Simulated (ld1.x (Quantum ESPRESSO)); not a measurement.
**Hf (Z = 72): PAW pseudisation with PBE, scalar-relativistic reference atom.**

| Property | Result |
| --- | --- |
| Element | Hf (Z = 72) |
| Generator | ld1.x (Quantum ESPRESSO) 7.5 |
| Type | PAW |
| Functional | PBE |
| Relativity | scalar-relativistic |
| Frozen core | [Kr] 4d10 |
| Valence charge | 26 |
| Reference configuration | 4f13 5s2 5p6 5d3 6s2 6p0 |
| Partial waves | 5s (bound): rcut 1.90, rcutus 2.25 bohr; 6s (bound): rcut 1.90, rcutus 2.25 bohr; 5p (bound): rcut 1.90, rcutus 2.65 bohr; 6p (bound, empty): rcut 1.90, rcutus 2.65 bohr; 5d (bound): rcut 1.85, rcutus 2.30 bohr; 5d channel at 4.55 Ry: rcut 1.85, rcutus 2.30 bohr; 4f (bound): rcut 0.85, rcutus 1.05 bohr; 4f channel at -0.5 Ry: rcut 0.85, rcutus 1.05 bohr |
| Local potential | all-electron potential smoothed inside 2.55 bohr (lloc = -1) |
| Core correction | Bessel-smoothed model core inside 0.60 bohr |
| Augmentation charge | PSQ, inside the norm-conserving radii |

Results:

```json
{"Cutoffs needed": "200 Ry and 300 Ry (the cutoffs (Ry, on a coarse ladder) from which the occupation-weighted sum of valence levels, in a spherical-Bessel basis at the reference potential, stays within 10 and 1 mRy of its value at 400 Ry)", "Ghost test": "no extra level below or beside the all-electron valence levels (s, p, d, f tested) (spherical-Bessel basis up to 400 Ry, 20 bohr box)", "Configuration tests": "test run stopped at test 1 of 7 (negative rho)", "Lowest eigenvalue of the overlap operator": "0.13 (s channel)", "Density cutoff estimated by the generator": "812 Ry"}
```

Generation and tests took about 2.2 s on one core of a shared server CPU.
